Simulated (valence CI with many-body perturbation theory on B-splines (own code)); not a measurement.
**Hyperfine factors and g values of Sc VIII**

Computed by relativistic CI+MBPT: four valence electrons over a frozen Dirac-Fock core [Ne], radial functions for each j: 11 s, 11 p, 9 d, 7 f, 5 g, 2 h, 1 i, with the one-electron correlation potential Σ1, the two-electron term Σ2, the three-electron term Σ3, Breit, model QED; selected CI, second order for the rest, scaled by the run's own slope (own B-spline code, finite nucleus).

Against 21 measured levels this calculation errs by 87 cm⁻¹ on average and by 341 at most. These come from a selection out of Sugar and Corliss, J. Phys. Chem. Ref. Data 9, 473 (1980). Levels without a partner in it may be off by more.

A/g_I is the dipole constant over the nuclear g factor μ/I (μ in nuclear magnetons, uniformly magnetised nucleus), B/Q the quadrupole constant per barn. Both hold the static response of the core; the bare values leave it out. Large factors of s and p1/2 electrons are usually good to 5 to 10 %; those of open d and f shells near neutrality can be off by tens of per cent, and small factors of p3/2, d and f electrons come from cancelling terms and can be off by a factor of two or in sign, in half-filled shells by more. B is blank for J = 1/2, where it vanishes, and for nearly pure S terms. Energies count from the lowest level. Levels with J = 0 are left out.

Names give the largest LS component (configuration and term), which can be under half, so a name can repeat, a term be missing and a line seem to break the LS rules; names also repeat where a configuration has a term twice.

| Level | E (eV) | g | A/g_I (MHz) | A/g_I bare | B/Q (MHz/b) | B/Q bare |
| --- | --- | --- | --- | --- | --- | --- |
| 3s2 3p2 3P_1 | 0.282 | 1.501 | 77.0 | 149 | 1520 | 1420 |
| 3s2 3p2 3P_2 | 0.684 | 1.492 | 2280 | 2190 | -2950 | -2750 |
| 3s2 3p2 1D_2 | 3.115 | 1.008 | 2930 | 2750 | 5970 | 5560 |
| 3s 3p3 5S°_2 | 16.052 | 2.001 | 8100 | 7690 |  |  |
| 3s 3p3 3D°_1 | 22.308 | 0.506 | -5030 | -4650 | 402 | 377 |
| 3s 3p3 3D°_2 | 22.317 | 1.171 | 4150 | 3900 | 877 | 821 |
| 3s 3p3 3D°_3 | 22.376 | 1.334 | 7170 | 6700 | -386 | -354 |
| 3s 3p3 3P°_1 | 25.767 | 1.494 | 10100 | 9460 | -595 | -555 |
| 3s 3p3 3P°_2 | 25.774 | 1.492 | 8130 | 7610 | -946 | -884 |
| 3s 3p3 1D°_2 | 28.343 | 1.005 | 2270 | 2150 | -1070 | -992 |
| 3s 3p3 3S°_1 | 33.818 | 1.897 | -6870 | -6050 | -9.62 | -8.55 |
| 3s2 3p 3d 3F°_2 | 34.488 | 0.666 | 2240 | 2130 | 2340 | 2220 |
| 3s2 3p 3d 3F°_3 | 34.733 | 1.083 | 1370 | 1350 | 2530 | 2400 |
| 3s 3p3 1P°_1 | 34.944 | 1.104 | 1440 | 1410 | 43.7 | 43.6 |
| 3s2 3p 3d 3F°_4 | 35.077 | 1.250 | 787 | 814 | 3510 | 3330 |
| 3s2 3p 3d 3P°_2 | 39.630 | 1.313 | 829 | 881 | 122 | 134 |
| 3s2 3p 3d 3P°_1 | 39.988 | 1.449 | 248 | 394 | 302 | 281 |
| 3s2 3p 3d 1D°_2 | 40.118 | 1.171 | 1190 | 1180 | -759 | -694 |
| 3s2 3p 3d 3D°_1 | 40.897 | 0.552 | -169 | -115 | -1380 | -1280 |
| 3s2 3p 3d 3D°_2 | 41.007 | 1.182 | 1070 | 1090 | -1860 | -1730 |
| 3s2 3p 3d 3D°_3 | 41.061 | 1.333 | 1570 | 1560 | -2370 | -2180 |
| 3s2 3p 3d 1F°_3 | 45.083 | 1.000 | 1180 | 1160 | 3450 | 3280 |
| 3s2 3p 3d 1P°_1 | 46.251 | 0.999 | -565 | -436 | 429 | 420 |
| 3p4 3P_2 | 48.002 | 1.482 | 2790 | 2750 | 1410 | 1330 |
| 3p4 3P_1 | 48.428 | 1.501 | 1750 | 1790 | -821 | -769 |
| 3p4 1D_2 | 49.467 | 1.018 | 2860 | 2700 | -5060 | -4720 |
| 3s 3p2 3d 5F_1 | 50.458 | 0.003 | -6250 | -5820 | -475 | -429 |
| 3s 3p2 3d 5F_2 | 50.540 | 1.003 | 913 | 934 | -57.5 | -41.2 |
| 3s 3p2 3d 5F_3 | 50.665 | 1.253 | 2740 | 2650 | -208 | -172 |
| 3s 3p2 3d 5F_4 | 50.837 | 1.352 | 3550 | 3400 | -959 | -857 |
| 3s 3p2 3d 5F_5 | 51.060 | 1.400 | 4120 | 3930 | -2710 | -2470 |
| 3s 3p2 3d 5D_1 | 52.123 | 1.497 | 5010 | 4800 | -1350 | -1270 |
| 3s 3p2 3d 5D_2 | 52.167 | 1.496 | 4890 | 4680 | -1200 | -1130 |
| 3s 3p2 3d 5D_3 | 52.234 | 1.495 | 4680 | 4470 | 62.1 | 62.3 |

Problem. Take the isotope of mass number 45, with I = 7/2, μ = 4.754 μN and Q = -0.22 b. What is the hyperfine structure of 3s2 3p2 3P_2?

Solution. From the table A = 3090 MHz, B = 650 MHz. Shifts from the centre of gravity in MHz: F = 3/2: -27500, F = 5/2: -20000, F = 7/2: -9460, F = 9/2: 4410, F = 11/2: 21800.
